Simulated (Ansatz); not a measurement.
Computed with Ansatz on PBE0-D4/def2-TZVP structures; ΔE is electronic, products minus reactants. CCSD(T)/CBS adds triple-zeta CCSD(T) − MP2 to the extrapolated MP2 energy (def2 sets, frozen cores). Functionals use def2-TZVPP. B3LYP here is the variant with VWN-RPA as its local correlation; programs differ in this. For Ge outer-core shells are correlated without core-valence functions, which leaves a few kJ/mol of doubt a bond. Scalar relativity is left out up to krypton. One conformer a species, not always the lowest.

`C=C[SiH2][GeH3]` + `BN[SiH3]` → `BN([SiH3])C=C` + `[SiH3][GeH3]`  (substitution at a C–Si bond)

**Question.** Is it downhill or uphill in electronic energy at CCSD(T)/CBS, and by how much? (An estimate is asked.)

**Answer.** The calculation gave: Uphill: ΔE = +42.1 kJ/mol.

**Question.** What do these levels give: PBE-D4, B3LYP-D4, ωB97X-V, ωB97M-V, B2PLYP, r2SCAN, PBE0, B3LYP, HF/def2-TZVPP, SCS-MP2/def2-TZVPP, CCSD/def2-TZVPP, CCSD(T)/def2-TZVPP? (Estimate.)

**Answer.** Computed: PBE-D4 33.9, B3LYP-D4 37.5, ωB97X-V 38.3, ωB97M-V 40.8, B2PLYP 41.6, r2SCAN 38.1, PBE0 38.3, B3LYP 41.9, HF/def2-TZVPP 47.6, SCS-MP2/def2-TZVPP 41.8, CCSD/def2-TZVPP 41.8, CCSD(T)/def2-TZVPP 39.9 kJ/mol.

Largest T1 diagnostic among the species: 0.013.

The D4 term adds −4.4 kJ/mol with B3LYP and −2.2 kJ/mol with PBE0; it sums over pairs of atoms, weighted by their polarisabilities, and B3LYP, whose exchange is more repulsive, gets the larger term. In def2-TZVPP, CCSD(T) changes the Hartree–Fock value by −7.7 kJ/mol (the triples alone add −1.9 kJ/mol) and MP2 by −6.9 kJ/mol.
